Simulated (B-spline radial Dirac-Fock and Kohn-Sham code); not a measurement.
# L-shell conversion coefficients of Tb against transition energy

Level of theory: a Dirac-Hartree-Slater potential of the neutral atom with a Latter tail (no hole, which puts coefficients of high multipoles low close above an edge), finite nucleus with surface currents; a radial finite-basis atomic code. Subshells within 1 keV of threshold and pair formation are left out.

| energy (keV) | E2 | E3 | E4 | E5 | M1 | M3 |
| --- | --- | --- | --- | --- | --- | --- |
| 11.3 | 51100 | 1.19e+07 | 5.89e+08 | 1.54e+10 | 172 | 4.00e+07 |
| 18.7 | 4060 | 598000 | 3.19e+07 | 1.16e+09 | 38.2 | 1.47e+06 |
| 20 | 2900 | 401000 | 2.09e+07 | 7.62e+08 | 31.2 | 956000 |
| 22.3 | 1680 | 210000 | 1.05e+07 | 3.75e+08 | 22.6 | 476000 |
| 22.6 | 1570 | 194000 | 9.66e+06 | 3.43e+08 | 21.7 | 437000 |
| 36.5 | 145 | 11300 | 429000 | 1.24e+07 | 5.23 | 22000 |
| 48.8 | 34.8 | 2030 | 63000 | 1.52e+06 | 2.22 | 3830 |
| 49.5 | 32.5 | 1860 | 57300 | 1.37e+06 | 2.13 | 3530 |
| 50 | 31.0 | 1760 | 53700 | 1.27e+06 | 2.07 | 3320 |
| 56.6 | 17.0 | 847 | 23600 | 513000 | 1.43 | 1610 |
| 80.6 | 3.15 | 108 | 2270 | 38200 | 0.511 | 216 |
| 99.9 | 1.16 | 31.3 | 552 | 7890 | 0.274 | 67.2 |
| 100 | 1.16 | 31.1 | 548 | 7830 | 0.274 | 66.8 |
| 109 | 0.781 | 19.0 | 312 | 4170 | 0.214 | 42.2 |
| 139 | 0.265 | 4.85 | 64.5 | 712 | 0.107 | 12.0 |
| 170 | 0.112 | 1.61 | 17.9 | 168 | 0.0605 | 4.39 |
| 179 | 0.0901 | 1.22 | 12.9 | 117 | 0.0523 | 3.42 |
| 195 | 0.0633 | 0.770 | 7.58 | 63.9 | 0.0412 | 2.26 |
| 200 | 0.0571 | 0.673 | 6.48 | 53.5 | 0.0384 | 2.01 |
| 209 | 0.0478 | 0.534 | 4.94 | 39.4 | 0.0340 | 1.63 |
| 247 | 0.0248 | 0.226 | 1.79 | 12.5 | 0.0215 | 0.753 |
| 490 | 0.00233 | 0.00995 | 0.0419 | 0.169 | 0.00347 | 0.0421 |
| 500 | 0.00219 | 0.00918 | 0.0380 | 0.151 | 0.00329 | 0.0390 |
| 793 | 0.000624 | 0.00180 | 0.00510 | 0.0143 | 0.00102 | 0.00734 |
| 1000 | 0.000361 | 0.000904 | 0.00220 | 0.00526 | 0.000579 | 0.00342 |
| 1050 | 0.000324 | 0.000790 | 0.00187 | 0.00433 | 0.000514 | 0.00293 |
| 1090 | 0.000298 | 0.000714 | 0.00165 | 0.00375 | 0.000470 | 0.00261 |
| 1560 | 0.000141 | 0.000291 | 0.000566 | 0.00107 | 0.000200 | 0.000899 |
| 2000 | 8.70e-05 | 0.000166 | 0.000296 | 0.000506 | 0.000113 | 0.000454 |

Q: How fast do they fall between 1090 and 2000 keV?

A: As powers of the energy: E2 E^-2.03, E3 E^-2.40, E4 E^-2.83, E5 E^-3.30, M1 E^-2.35, M3 E^-2.88. Within one type (E or M) the higher multipoles fall faster.

Values without a named source are computed, but for edge energies of neutral atoms, which are taken from tables.
